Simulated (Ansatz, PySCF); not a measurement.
Process, species as SMILES: [CH2-]N -> C[NH-]
Geometries: B3LYP-D3(BJ)/def2-TZVP minima from Ansatz (a program for electronic structure), one conformer each, not searched for the lowest.

Property: isomerisation energy (electronic energy difference), in eV. Valence correlation only, unless marked. Spin-orbit coupling is left out. No relativistic terms. Anions need diffuse functions: aug- sets have them; def2-D sets add few; the other sets have none. CBS marks a two-point X^-3 extrapolation of the correlation energy; Hartree-Fock from the larger set. The bracket is a focal-point correction in the basis named.

| level | program | isomerisation energy (eV) | minus last row |
|---|---|---|---|
| HF/cc-pVQZ | Ansatz | -0.62 | 0.00 |
| revPBE-D3(BJ)/def2-TZVPD | Ansatz + dftd3 | -0.72 | -0.10 |
| B3LYP-D3(BJ)/def2-TZVPD | Ansatz + dftd3 | -0.70 | -0.08 |
| PBE0-D3(BJ)/def2-TZVP | Ansatz + dftd3 | -0.67 | -0.05 |
| BHLYP/def2-TZVPD | Ansatz | -0.68 | -0.06 |
| PW6B95-D4/def2-TZVPD | PySCF + dftd4 | -0.69 | -0.07 |
| CAM-B3LYP-D4/def2-TZVPD | Ansatz + dftd4 | -0.67 | -0.05 |
| B2PLYP-D4/def2-TZVPD | Ansatz + dftd4 | -0.70 | -0.08 |
| MP2/6-31G* | Ansatz | -0.96 | -0.34 |
| RI-MP2/cc-pVQZ | Ansatz | -0.65 | -0.03 |
| SCS-MP2/def2-SVP | Ansatz | -0.60 | 0.02 |
| SCS-MP2/aug-cc-pVTZ | Ansatz | -0.64 | -0.02 |
| CCSD/def2-SVP | Ansatz | -0.59 | 0.03 |
| CCSD(T)/cc-pwCVTZ | Ansatz | -0.58 | 0.04 |
| RI-MP2/CBS(aug-cc-pVTZ,aug-cc-pVQZ)+[CCSD(T)-MP2]/aug-cc-pVTZ | Ansatz | -0.62 | 0.00 |
